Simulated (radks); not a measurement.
Method: scalar-relativistic Kohn-Sham, LB94 model potential, spin-polarised, spherical densities, finite nucleus; Fermi nuclear charge, rms radius of each element as measured or else 0.836 A^(1/3) + 0.57 fm; computed with a radial shooting solver on a logarithmic mesh with Libxc functionals. Response by self-consistent Sternheimer equations with the Hartree and adiabatic LDA kernel, the relativistic mass of each level held fixed and spin-orbit coupling left out. For heavy and open-shell atoms this level of theory can miss by tens of per cent. Rank Xe6+, Cs7+, Sb3+, Te4+, I5+, Ba8+, Cd, Sn2+, In+ (NIST ground configurations) by static dipole polarisability, largest first.

Answer. Cd 34.19, In+ 19.48, Sn2+ 12.87, Sb3+ 9.200, Te4+ 6.910, I5+ 5.372, Xe6+ 4.285, Cs7+ 3.487, Ba8+ 2.883 bohr^3.
